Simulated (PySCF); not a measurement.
SMILES [SiH3][O][Cd][I], singlet, PBE0/def2-SVP optimised geometry.

```
7

Cd    -0.98     1.97     1.10
I     -0.94     4.15     2.46
O     -1.06     0.34     0.00
Si    -0.44    -1.18     0.00
H      1.06    -1.18     0.00
H     -0.91    -1.91    -1.22
H     -0.88    -1.97     1.21
```

Density from PBE0/def2-TZVP, def2 effective core potentials past Kr (PySCF) at that geometry. The core electrons that the potentials of Cd, I replace are not part of the density.

Minimum of the electron density along straight lines between bonded atoms, close to the bond critical point (lines longer than 1.1 times the sum of covalent radii, or with two minima, are not listed):

| bond | length / Å | ρ at the minimum / e bohr⁻³ | ∇²ρ there / e bohr⁻⁵ | position (fraction from the first atom) |
|---|---|---|---|---|
| Cd1–I2 | 2.572 | 0.072 | 0.10 | 0.47 |
| Cd1–O3 | 1.963 | 0.115 | 0.59 | 0.53 |
| O3–Si4 | 1.646 | 0.136 | 0.82 | 0.59 |
| Si4–H5 | 1.502 | 0.118 | 0.14 | 0.49 |
| Si4–H6 | 1.495 | 0.120 | 0.14 | 0.49 |
| Si4–H7 | 1.501 | 0.118 | 0.14 | 0.49 |
